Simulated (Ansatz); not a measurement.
Total energies of C6H3In, SMILES `C#[C][In]([C]#C)[C]#C`.

```xyz
10

C    -2.0866   -1.5540    1.9974
C    -1.3181   -0.9819    1.2614
In    0.0002   -0.0001   -0.0006
C     1.8776   -0.7993   -0.3624
C     2.9721   -1.2655   -0.5730
C    -0.5592    1.7810   -0.9002
C    -0.8856    2.8195   -1.4241
H    -2.7650   -2.0590    2.6472
H     3.9383   -1.6770   -0.7590
H    -1.1737    3.7363   -1.8867
```

Total charge 0; spin multiplicity 1. Correlated methods include outer-core shells of In, which these sets cover unevenly. In takes the def2 core potential. All single points use the PBE0-D4/def2-TZVP geometry. Basis def2-TZVPP, Ansatz.

RPA on PBE orbitals: Hartree–Fock energy of these orbitals -417.99630 Eh, correlation -1.78421 Eh (frozen core).

| functional | energy without D4 (Eh) | D4 term (kJ/mol) |
| --- | --- | --- |
| LDA (SPW92) | -417.98300 | – |
| PBE | -420.14466 | -22.5 |
| revPBE | -420.43837 | -58.0 |
| BLYP | -420.33318 | -47.4 |
| r2SCAN | -420.37643 | -5.7 |
| B97M-V | -420.45934 | – |
| PBE0 | -420.15474 | -19.4 |
| B3LYP | -420.52358 | -36.4 |
| r2SCAN0 | -420.31009 | -6.9 |
| BHLYP | -420.23074 | -31.9 |
| CAM-B3LYP | -420.29776 | -20.2 |
| LC-ωPBE | -420.28256 | – |
| ωB97X-V | -420.35966 | – |
| ωB97M-V | -420.32570 | – |

(1) Give the same for r2SCANh, HSE06 (plane-wave form), B2PLYP, PBE-QIDH. (An estimate is asked.)

B3LYP takes the VWN-RPA correlation (the form of Gaussian; ORCA's B3LYP/G). HSE06 is the plane-wave form, built on full-range PBE exchange. The double hybrids freeze the cores in their second-order part.

Answers

(1) The calculation gave: 
```
             functional  energy without D4 (Eh)  D4 term (kJ/mol)
                r2SCANh              -420.34925              -6.2
HSE06 (plane-wave form)              -420.14036             -18.4
                 B2PLYP              -420.04941                 –
               PBE-QIDH              -419.91581                 –
```

LC-ωPBE has ω = 0.4 bohr⁻¹.
